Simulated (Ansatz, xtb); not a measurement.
## Two isomers of C4H5BrN2S

Structure a is `BrCCc1ncns1`, a singlet and structure b is `BrCCc1ncsn1`, a singlet. Both are isolated molecules in the gas phase, relaxed with PBE0-D3(BJ)/def2-SVP, each in the lowest conformer that the search found.

Quicker runs give these differences E(b) − E(a): GFN2-xTB −0.036 eV; HF/STO-3G −0.084 eV (at GFN2-xTB geometries); r2SCAN-D4/def2-SVP +0.006 eV (at GFN2-xTB geometries).

Problem. Estimate E(b) − E(a) at the level CCSD(T)/def2-SVP + ΔMP2/def2-TZVPP.

Solution. Too close to call at this level: CCSD(T)/def2-SVP + ΔMP2/def2-TZVPP gives E(b) − E(a) = +0.005 eV.

How the difference moves with the method:

```csv
level,geometry,E(b) − E(a) (eV),departure from the last row (eV),"job, with rough time for the two"
GFN2-xTB,GFN2-xTB,−0.036,−0.041,"optimisation, 0.28 s"
HF/STO-3G,GFN2-xTB,−0.084,−0.090,"single point, 0.7 s"
r2SCAN-D4/def2-SVP,GFN2-xTB,+0.006,+0.001,"single point, 5.1 s"
PBE0-D3(BJ)/def2-SVP,PBE0-D3(BJ)/def2-SVP,+0.026,+0.020,"optimisation, 84 s"
HF/def2-SVP,PBE0-D3(BJ)/def2-SVP,−0.034,−0.040,part of the CCSD(T) run
MP2/def2-SVP,PBE0-D3(BJ)/def2-SVP,+0.023,+0.017,part of the CCSD(T) run
CCSD(T)/def2-SVP,PBE0-D3(BJ)/def2-SVP,+0.007,+0.002,single point
CCSD(T)/def2-SVP + ΔMP2/def2-TZVPP,PBE0-D3(BJ)/def2-SVP,+0.005,,"single point, 2.5 min"
```

As drawn, both hold the same kinds of bond in the same numbers.

The largest departure from CCSD(T)/def2-SVP + ΔMP2/def2-TZVPP is that of HF/STO-3G, 0.090 eV. The last row adds to CCSD(T) the change of the MP2 difference between the two basis sets, here −0.002 eV.

With thermal terms from frequencies at re-optimised GFN2-xTB minima (ideal gas, soft modes damped towards free rotors, one conformer each, 298.15 K, 1 atm): on the last row, ΔE + ΔZPE = 0.000, ΔH = +0.003, ΔG = −0.009 eV.

The correlated steps freeze 20 core orbitals; the filled d shell of Br is correlated, in a basis made for valence electrons. Codes used: Ansatz 0.2.0, xtb 6.7.1; the last row on 4 threads of Arm Neoverse V1 on a shared host.
